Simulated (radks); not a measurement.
Values are calculated unless marked as measured or tabulated.
Initial-state core-level shifts of the cobalt ion Co+ when its valence configuration changes from [Ar] 3d8. Level of theory: non-relativistic Kohn-Sham, r2SCAN, spin-polarised, spherical densities, point nucleus; open shells are filled with parallel spins first; meta-GGA in the generalised Kohn-Sham scheme (a radial shooting solver on a logarithmic mesh with Libxc functionals). Shifts are changes of the shell-averaged eigenvalues in eV (positive: less bound); the change of the density at the nucleus, which sets a Mossbauer isomer shift, is in e/bohr^3, on a base of 1.336e+04.

| valence | 1s | 2s | 2p | 3p | density at nucleus |
|---|---|---|---|---|---|
| 3d7 4p1 | -7.195 | -7.739 | -7.694 | -7.026 | +1.134 |
| 3d7.5 4s0.5 | -2.691 | -2.992 | -2.968 | -2.639 | +3.524 |
| 3d7 4s1 | -5.650 | -6.296 | -6.245 | -5.479 | +7.615 |
| 3d5 4s1 4p2 | -23.153 | -25.564 | -25.406 | -21.342 | +14.428 |
| 3d6 4p2 | -15.402 | -16.739 | -16.641 | -14.652 | +2.977 |
| 3d6 4s1 4p1 | -13.947 | -15.365 | -15.262 | -13.217 | +10.567 |
| 3d7.5 4p0.5 | -3.468 | -3.708 | -3.687 | -3.426 | +0.480 |
| 3d6 4s0.5 4p1.5 | -14.677 | -16.054 | -15.954 | -13.938 | +6.756 |
| 3d6 4s2 | -12.882 | -14.312 | -14.209 | -12.173 | +16.841 |
